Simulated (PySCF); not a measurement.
# Computed properties of Si(H)3(NiPr2) (C6H17NSi), SMILES CC(C)N([SiH3])C(C)C

Si(H)3(NiPr2) (C6H17NSi), SMILES N([SiH3])(C(C)C)C(C)C. Geometry optimised at B3LYP-D3(BJ)/def2-SVP. The isomer is the one that the SMILES or the coordinates give; other isomers of the formula were not compared. The values are those of a single conformer. All values are computed for the isolated molecule unless a solvent is named; none is compared with measurement here.

**Structure.** All 69 harmonic modes at B3LYP-D3(BJ)/def2-SVP (PySCF) are real, so it is a minimum. With heavy atoms numbered as in [SiH3:1][N:2]([CH:3]([CH3:4])[CH3:5])[CH:6]([CH3:7])[CH3:8], the shortest bond between them is N2–C6 at 1.471 Å and the longest Si1–N2 at 1.740 Å.

**Vibrations.** The strongest infrared lines (harmonic, unscaled, degenerate partners summed) lie at 998 cm⁻¹ (281 km/mol, H 90 %), 1242 cm⁻¹ (178 km/mol, C 51 %, N 33 %, H 16 %), 2160 cm⁻¹ (168 km/mol, H 96 %). The softest mode is at 39 cm⁻¹ and the zero-point energy is 138.0 kcal/mol.

**Electronic structure.** M06-2X/def2-SVP (PySCF) places the frontier levels at -7.40 and 1.73 eV, a gap of 9.13 eV, and gives a dipole moment of 1.10 D and a mean polarisability of 97.7 bohr³.

**Excitations.** TDA-PBE0/def2-SVP (PySCF) has S1 at 5.72 eV (217 nm, f = 0.007, weak); the most intense of the 6 singlets computed lies at 7.63 eV (f = 0.06). T1 (TDA) is at 5.48 eV, 0.24 eV under S1. No vertical singlet excitation falls in the visible range (under 3.1 eV).

**NMR.** GIAO shifts at KT2/pcSseg-1 (PySCF) (non-relativistic, atoms alike by connectivity averaged): ¹³C from 29.8 to 60.0 ppm against TMS; ¹H from 1.6 to 5.2 ppm against TMS; ²⁹Si at -45.8 ppm against TMS.
